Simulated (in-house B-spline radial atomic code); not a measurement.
# One electron outside the [Xe] 4f14 core: Yb⁺

Computed with a B-spline radial code for spherical atoms, no-pair Dirac-Coulomb Hamiltonian, finite nucleus. Rungs: frozen-core Dirac-Hartree-Fock (DHF); Brueckner orbitals from the second-order correlation potential; the same with the Coulomb interaction screened by the core and the hole-particle interaction summed; Breit and QED terms from differences of relaxed Dirac-Fock atoms, where computed. Partial waves beyond l = 6 are extrapolated. The tables show a selection of states; those near core-excited levels, with erratic corrections or far from their DHF start are never shown.

The lowest nd levels tend to come out too strongly bound in this method, by some 0.05 to 0.2 eV for each d electron where measurements exist, which shifts their lines and rates.

An outer d¹⁰ or f¹⁴ shell is a soft core near neutrality, so levels are a few per cent off.

Command:
```bash
python run_mb.py task.json out
```
Settings (nuclear radius in fm, box in bohr, cutoff in hartree):
```
basis_form          2
Z                   70
core_configuration  [Xe] 4f14
rms_radius          5.3108
mass_number         174
speed_of_light      137.036
box_radius          88.125
lmax                6
intervals           69
virtual_cutoff      9800.0
```

Run time, properties included: 4.8 min on 1 thread of Intel(R) Xeon(R) Platinum 8375C CPU @ 2.90GHz, with other jobs on the host.

Removal energies (cm⁻¹):

```
state    DHF  second order  screened  Breit + QED  final  measured
6s1/2  90789         99756     97108         -129  96979     98232
5d3/2  66517             ?         ?            ?      ?         ?
5d5/2  66037             ?         ?            ?      ?         ?
6p1/2  66087         70893     69834        -65.1  69769     71170
6p3/2  63276         67237     66385        -36.5  66348     67840
```

**Question.** What does correlation do to 5d3/2?

**Answer.** It adds 9709 cm⁻¹ to the removal energy in second order and 8312 cm⁻¹ with screening; Breit and QED add 35.9 cm⁻¹, for a final 74864 cm⁻¹ (measured 75271).

**Question.** What does correlation do to 5d5/2?

**Answer.** It adds 8580 cm⁻¹ to the removal energy in second order and 7622 cm⁻¹ with screening; Breit and QED add 44.3 cm⁻¹, for a final 73703 cm⁻¹ (measured 73899).

**Question.** How much does each rung gain against experiment?

**Answer.** Mean relative error over all 5 computed levels with a measured value, shown above or not (NIST Handbook of Basic Atomic Spectroscopic Data (Sansonetti and Martin, J. Phys. Chem. Ref. Data 34, 1559 (2005))): DHF 8.74 %, second order 1.01 %, screened, with Breit and QED where computed, 1.25 %.

Electric-dipole lines from 6s1/2 (reduced matrix elements in atomic units, length form, static core polarisation, sign of DHF taken positive):

```tsv
upper	DHF	+ core polarisation	+ Brueckner	λ (nm)	A (s⁻¹)
6p1/2	3.242	2.922	2.761	367.51	1.56e+08
6p3/2	4.543	4.122	3.893	326.47	2.21e+08
```

Magnetic hyperfine constants per unit nuclear g factor (MHz, nucleus as a uniformly magnetised ball; they apply to isotopes with nuclear spin):

```
state    DHF  + core polarisation  + Brueckner
6s1/2   9734                11170        13050
6p1/2   1569                 1837         2331
6p3/2  185.5                  286        355.8
```

**Question.** What is the static scalar polarisability of 6s1/2?

**Answer.** 62.82 bohr³: 6.386 from the core and 56.44 from the valence electron, Pauli blocking included.
